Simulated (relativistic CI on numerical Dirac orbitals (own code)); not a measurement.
Cr2+ in a cubic cluster: 2p photoemission with charge transfer

Computed with a charge-transfer multiplet model of a cubic metal-ligand cluster with up to one ligand hole, Slater and spin-orbit integrals from Dirac-Coulomb-Breit ions, Slater integrals scaled by 0.8. The ground state mixes d4 with configurations of k ligand holes L, whose averages lie at kΔ + k(k − 1)U_dd/2; a core hole lowers each added d electron by U_cd. 20 K, Lorentzian 0.6 eV and Gaussian 0.8 eV FWHM.

Atomic integrals in eV (Slater integrals scaled, ζ unscaled), ground: F2dd 7.675, F4dd 4.768, zeta_d 0.027; with the core hole: F2dd 9.222, F4dd 5.777, zeta_d 0.047, zeta_core 5.620, F2cd 5.250, G1cd 3.901, G3cd 2.215.

Cluster parameters (eV): Δ = 7.8, U_dd = 5.3, U_cd = 6.2, 10Dq = 1.3, 10Dq(ligand) = 0.4, final-state hopping factor = 0.9.

| Case | n_d | d4 | d5L | S |
| --- | --- | --- | --- | --- |
| V(eg) = 1.9 eV, V(t2g) = -0.85 eV | 4.13 | 0.87 | 0.13 | 2.00 |
| V(eg) = 2.2 eV, V(t2g) = -0.98 eV | 4.15 | 0.85 | 0.15 | 2.00 |
| V(eg) = 2.8 eV, V(t2g) = -1.25 eV | 4.19 | 0.81 | 0.19 | 2.00 |

Weights, n_d and S are thermal averages at 20 K. Binding energies count from the first peak over 30 % of the highest in each spectrum, which can be another peak from case to case. The parameters are a model scan and need not match a compound or its usual spin state. Peaks in eV (height, largest 100):
- V(eg) = 1.9 eV, V(t2g) = -0.85 eV: 0.0 (100), 3.4 (30), 10.5 (58)
- V(eg) = 2.2 eV, V(t2g) = -0.98 eV: 0.0 (100), 3.9 (25), 5.1 (22), 10.4 (58)
- V(eg) = 2.8 eV, V(t2g) = -1.25 eV: 0.0 (100), 4.8 (19), 10.5 (53)

Curve for V(eg) = 2.2 eV, V(t2g) = -0.98 eV (points under 2 left out, the grid thinned):

(E (eV), Intensity): (-3.5, 2.1), (-3.0, 2.8), (-2.5, 3.9), (-1.9, 6.9), (-1.4, 13.9), (-0.9, 38.0), (-0.3, 92.3), (0.2, 95.1), (0.7, 82.7), (1.2, 73.4), (1.7, 58.5), (2.3, 39.6), (2.8, 24.3), (3.3, 22.5), (3.9, 25.3), (4.4, 23.1), (4.9, 22.0), (5.4, 21.7), (5.9, 18.4), (6.5, 13.6), (7.0, 12.3), (7.5, 12.4), (8.1, 13.3), (8.6, 16.0), (9.1, 26.2), (9.6, 44.6), (10.1, 55.5), (10.7, 55.2), (11.2, 38.6), (11.7, 21.7), (12.3, 13.3), (12.8, 11.3), (13.3, 10.1), (13.8, 9.0), (14.3, 8.2), (14.9, 7.5), (15.4, 5.6), (15.9, 3.9), (16.5, 3.0), (17.0, 2.5), (17.5, 2.3), (18.0, 2.4), (18.5, 2.4), (19.1, 2.4), (19.6, 2.0)

For the case V(eg) = 2.2 eV, V(t2g) = -0.98 eV, Δ = 7.8 eV is larger than U_dd = 5.3 eV, the Mott-Hubbard side of the Zaanen-Sawatzky-Allen scheme. With the core hole the average of the configuration with one ligand hole lies at Δ − U_cd = 1.6 eV before mixing: the effective hopping of about 3.7 eV (from the holes of the mixed ground state) is comparable with this gap or larger, so the configurations mix strongly.

With at most 1 ligand hole the space is cut while the next configuration still counts, so covalency is underestimated, and a final configuration with one more ligand hole, which can lie low, is missing from the spectra.
